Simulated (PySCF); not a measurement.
**How the method moves the HOMO and LUMO of `N[SiH2]CC(F)F`**

C₂H₇F₂NSi.
Z-matrix (Å and degrees, PBE0-D3(BJ)/def2-SVP geometry), rows numbered from 1:
```
N 
Si  1  1.7319
C   2  1.8911  1  107.69
C   3  1.5009  2  114.50  1   167.24
F   4  1.3594  3  110.13  2    54.12
F   4  1.3546  3  111.03  2   172.66
H   1  1.0137  2  118.85  3   157.62
H   1  1.0144  2  119.71  3   -62.20
H   2  1.4903  1  106.80  3  -120.16
H   2  1.5042  1  115.81  3   119.45
H   3  1.1024  2  108.87  1   -71.20
H   3  1.1025  2  109.16  1    45.15
H   4  1.1052  3  113.17  2   -66.16
```

Basis pcSseg-1 throughout (PySCF), one geometry. Geometry: PBE0-D3(BJ)/def2-SVP, one conformer, isolated molecule.

**Question.** How do the orbital energies, the gap and the dipole change with the method?

**Answer.** 
```
   method                    kind  HOMO (eV)  LUMO (eV)  gap (eV)  μ (D)  SCF cycles
     BLYP                     GGA      -5.95      -0.07      5.88   3.19          14
     OPBE                     GGA      -6.06       0.10      6.16   3.13          14
      PBE                     GGA      -6.08      -0.13      5.95   3.18          14
    B97-D                     GGA      -6.10       0.01      6.11   3.21          13
      KT2                     GGA      -6.18      -0.30      5.88   3.17          14
      KT3                     GGA      -6.19      -0.25      5.94   3.12          14
     BP86                     GGA      -6.20      -0.13      6.07   3.21          13
      LDA                     LDA      -6.20      -0.35      5.85   3.31          14
    B97-2           global hybrid      -7.29       0.75      8.04   3.32          12
    B3LYP           global hybrid      -7.30       0.46      7.75   3.33          12
     PBE0           global hybrid      -7.55       0.73      8.29   3.34          12
 mPW1PW91           global hybrid      -7.59       0.73      8.33   3.35          12
BHandHLYP           global hybrid      -8.92       1.53     10.45   3.48          12
CAM-B3LYP  range-separated hybrid      -8.97       1.68     10.65   3.39          12
  wB97X-D  range-separated hybrid      -9.49       2.55     12.04   3.39          13
  LC-wPBE  range-separated hybrid     -10.39       3.00     13.39   3.37          13
       HF            Hartree–Fock     -11.12       3.82     14.93   3.64          10
```

The HOMO spans 5.17 eV, from BLYP down to HF, and the gap runs from 5.85 eV (LDA) to 14.93 eV (HF). Over the methods BLYP (0 %), OPBE (0 %), PBE (0 %), B97-D (0 %), KT2 (0 %), KT3 (0 %), BP86 (0 %), LDA (0 %), B97-2 (21 %), B3LYP (20 %), PBE0 (25 %), mPW1PW91 (25 %), BHandHLYP (50 %), HF (100 %), a straight line through the gap against the share of exact exchange rises by 0.90 eV for each 10 % (correlation coefficient 0.999). The dipole ranges from 3.12 D (KT3) to 3.64 D (HF). This basis has no diffuse functions.
